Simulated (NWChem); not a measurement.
## Basis-set convergence for Ag2

SMILES: [Ag][Ag]
```xyz
2

Ag     0.0000     0.0000     1.2995
Ag     0.0000     0.0000    -1.2995
```
Charge 0, spin multiplicity 1.

The numbers come from NWChem runs, not from measurements. Structure: optimised with B3LYP/def2-SVP with def2 effective core potentials on Ag, a minimum by its harmonic frequencies.

Quantity: vertical ionisation energy at the level ΔMP2 (Δ: difference of total energies, the cation a doublet at the parent's geometry with its hole in an orbital of symmetry ag (D2h labels); it is the state that the SCF runs reached, from PBE0 orbitals for Hartree-Fock references, and need not be the lowest).

Effective core potentials replace the inner electrons of Ag; spin-orbit coupling is left out. The correlated methods keep 8 core orbitals frozen. The structure started from a generated list of species. The stability of the SCF solutions was not checked. Open-shell Hartree-Fock references start from PBE0 orbitals; any time given for them includes that run.

The cost column gives rough processor time relative to def2-SVP; each entry includes its own SCF.

```csv
basis,functions,vertical ionisation energy (eV),relative cost
def2-SVP,62,7.07,1
def2-SVPD,68,7.09,under 3
def2-TZVP,80,7.12,under 3
def2-TZVPD,80,7.12,under 3
def2-TZVPP,112,7.40,4
def2-QZVP,144,7.54,7
```

Smallest basis within 0.2 eV of def2-QZVP, the largest set run: def2-TZVPP, with 112 functions against 144. def2-QZVP isn't the basis-set limit itself, and a small set can land close by cancellation.
